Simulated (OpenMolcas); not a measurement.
**What dynamic correlation does to the levels of S2+**

```json
{"Program": "OpenMolcas 26.06", "Basis": "ANO-RCC-VQZP [6s5p3d2f1g]", "Scalar Hamiltonian": "DKH2, point nucleus", "Active space": "2 electrons in 3 orbitals (3p)", "State averaging": "2S+1 = 3 even, 3 roots; 2S+1 = 1 even, 6 roots", "Spin-orbit coupling": "state interaction with AMFI integrals over the reference wave functions, term energies averaged over their components"}
```

Methods on the same reference wave functions:
A. CASSCF
B. SS-CASPT2, IPEA 0.25 Eh, imaginary shift 0.1 Eh (closed shells correlated: 2s 2p 3s)

Energies in cm⁻¹ above 3s² 3p² ³P₀, the measured ground level; measured values from NIST levels in Podobedova, Kelleher and Wiese, J. Phys. Chem. Ref. Data 38, 171 (2009).

```csv
Level,A,B,Measured
3s² 3p² ³P₀,0.0,0.0,0.0
3s² 3p² ³P₁,264,268,299
3s² 3p² ³P₂,755,756,833
3s² 3p² ¹D₂,14278,11010,11323
3s² 3p² ¹S₀,34682,27050,27161
```

Deviations, from unrounded energies. A percentage is the sum of absolute deviations over the sum of measured energies, with the sign that they share, or ± where signs differ.

```csv
Against measurement,Levels,A,B
mean absolute deviation (cm-1),4,2600,130
fine structure of the ground term (%),2,-9.9,-9.5
other terms of the ground configuration (%),2,+27.2,-1.1
```

B lies closest to measurement on these levels. The largest miss of B in the table is 3s² 3p² ¹D₂, by -310 cm-1. The ranking rests on the paired levels alone, and a cruder setting can come out closer through cancelling errors.

From A to B the spin-free energies of the other terms of 3s² 3p² shown, above ³P, scale by factors of 0.76 to 0.78.

The lowest spin-free term lies below A's lowest term by 0.121 hartree in B.

CASPT2 does not keep the components of a term degenerate, so their means are used; among the terms shown or strongly mixed into the levels shown the widest spread is 100 cm-1 (3s² 3p² ¹D, B). With the s shell closed, the reference lacks s² → p² mixing. Measured partners are found by configuration, term and J. A level has none where our copy of the source lacks it or the pairing is in doubt (some pairs that miss far off the trend of their configuration count as doubtful), and it then counts in no deviation. Only configurations of the active space appear.
